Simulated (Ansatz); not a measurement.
Input and output for C$_{2}$H$_{9}$InN$_{2}$OSi (`NC([SiH3])[N]1C[O][InH]1`).

```yaml
crystal:
  periodic: [false, false, false]
  atoms:
    - {symbol: N, position_ang: [0.126292, 0.687976, 1.256141]}
    - {symbol: C, position_ang: [0.683625, 0.192723, -0.060179]}
    - {symbol: Si, position_ang: [1.736628, -1.362679, 0.166048]}
    - {symbol: N, position_ang: [-0.383089, -0.214041, -0.929406]}
    - {symbol: C, position_ang: [-1.160027, 0.902302, -1.478682]}
    - {symbol: O, position_ang: [-2.246261, 1.193752, -0.621940]}
    - {symbol: In, position_ang: [-1.890466, -0.408475, 0.582699]}
    - {symbol: H, position_ang: [0.762615, 0.571643, 2.039085]}
    - {symbol: H, position_ang: [-0.110825, 1.674949, 1.195174]}
    - {symbol: H, position_ang: [1.292621, 0.987420, -0.517445]}
    - {symbol: H, position_ang: [2.411200, -1.699316, -1.107855]}
    - {symbol: H, position_ang: [0.833188, -2.465104, 0.597257]}
    - {symbol: H, position_ang: [2.764036, -1.175484, 1.236168]}
    - {symbol: H, position_ang: [-1.536044, 0.621218, -2.471657]}
    - {symbol: H, position_ang: [-0.510913, 1.787368, -1.602013]}
    - {symbol: H, position_ang: [-2.772581, -1.294242, 1.716598]}
basis:
  gaussian: {orbitals: "6-311G**"}
magnetization: {spin_polarized: true, initial_magnetization: 0}
hamiltonian: {xc: {name: revPBE0}, dispersion: d4}
accuracy: high
```

```sh
$ ansatz run in.yaml --threads 2 --pin off --events-out ev --progress --plain --max-ram 20480MiB --backend cpu
```

Output, abridged:

```
Error: <dir> can't be read: No such file or directory (os error 2)
```
